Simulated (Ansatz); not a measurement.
The first iterations of a band of BClFH$_{4}$N (8 atoms, charge 0, multiplicity 1).

Method: RKS PBE-D4/def2-SVP (Ansatz 0.2.0).

| Item | Value |
| --- | --- |
| movable images | 8 |
| climbing image | no |
| spring | 5.0 eV/Å² |
| optimiser | quadratic models (default) |
| start path | through a guess of the saddle point |
| force threshold | 0.03 eV/Å |
| iteration limit | 60 |
| end points | relaxed |

Image 0:

```xyz
8
Properties=species:S:1:pos:R:3
B 0.007 -0.163 0.160
F 0.222 0.652 1.255
H 0.952 -0.276 -0.616
Cl -1.614 0.162 -0.701
N -0.235 -1.670 0.811
H -0.398 -2.362 0.065
H 0.572 -1.974 1.379
H -1.076 -1.649 1.410
```

Image 9:

```xyz
8
Properties=species:S:1:pos:R:3
B -0.021 -0.620 -0.364
F -0.437 0.314 2.269
H 1.034 -0.046 -0.504
Cl -1.465 -0.057 -1.208
N -0.106 -1.767 0.463
H -0.940 -2.360 0.482
H 0.738 -2.226 0.810
H -0.374 -0.518 1.815
```

| iteration | highest image above the first end (eV) | largest band force component (eV/Å) |
| --- | --- | --- |
| 1 | 4.971 | 6.560 |
| 2 | 3.135 | 3.359 |
| 3 | 2.251 | 2.525 |
| 4 | 1.708 | 2.135 |

Problem. Does the band converge within its limit, and where does its top end?

Solution. It converged. It ended after 13 iterations with the highest image 1.325 eV above the first end. No image climbed, so the highest image needn't sit at the top of the path. The orbitals stay closed-shell, which can raise the energy where a bond breaks towards radicals; this wasn't checked here.

The run took 3.8 min on 1 thread of Arm Neoverse V1, with other jobs on the host, peak memory 0.11 GiB.
